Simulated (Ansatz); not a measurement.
C$_{2}$H$_{10}$GaP (`[CH3][GaH-]([CH3])[PH3+]`), 14 atoms. Total charge 0; spin multiplicity 1. Correlated methods include outer-core shells of Ga, which these sets cover unevenly. Scalar relativity is left out up to krypton. All runs use 4 threads of an Arm Neoverse V1 on a shared host. Correlated methods freeze the cores.

How many basis functions does each run have, and how long does it take in Ansatz? RKS ωB97M-V/def2-QZVPP energy; RHF-MP2/def2-QZVPP energy; RKS PBE0-D4/def2-TZVP frequencies; RKS ωB97M-V/def2-SVP energy; RKS ωB97M-V/def2-TZVPP energy and forces; RHF-CCSD(T)/def2-TZVPP energy; RKS B3LYP-D4/def2-TZVPP energy and forces; RHF-CCSD(T)/def2-SVP energy; RKS PBE0-D4/def2-SVP energy; RKS B97M-V/def2-TZVPP energy; direct RPA on PBE orbitals/def2-TZVPP energy; RKS HSE06 (plane-wave form)-D4/def2-TZVPP energy. (An estimate is asked.)

Ansatz gave: Other jobs shared the machine, so times are rough.

```tsv
level	job	functions	wall time	peak host memory (GiB)
RKS PBE0-D4/def2-SVP	energy	128	1.6 s	0.59
RKS HSE06 (plane-wave form)-D4/def2-TZVPP	energy	292	4.9 s	0.96
RKS ωB97M-V/def2-SVP	energy	128	6.5 s	0.59
direct RPA on PBE orbitals/def2-TZVPP	energy	292	7 s	0.76
RKS B3LYP-D4/def2-TZVPP	energy and forces	292	7.5 s	0.99
RHF-CCSD(T)/def2-SVP	energy	128	12 s	0.77
RKS B97M-V/def2-TZVPP	energy	292	13 s	0.53
RKS ωB97M-V/def2-TZVPP	energy and forces	292	16 s	1.3
RKS ωB97M-V/def2-QZVPP	energy	573	29 s	3.1
RHF-MP2/def2-QZVPP	energy	573	36 s	4.4
RKS PBE0-D4/def2-TZVP	frequencies	207	3.9 min	0.66
RHF-CCSD(T)/def2-TZVPP	energy	292	5.6 min	9
```

B3LYP here is the variant with VWN-RPA as its local correlation; programs differ in this.
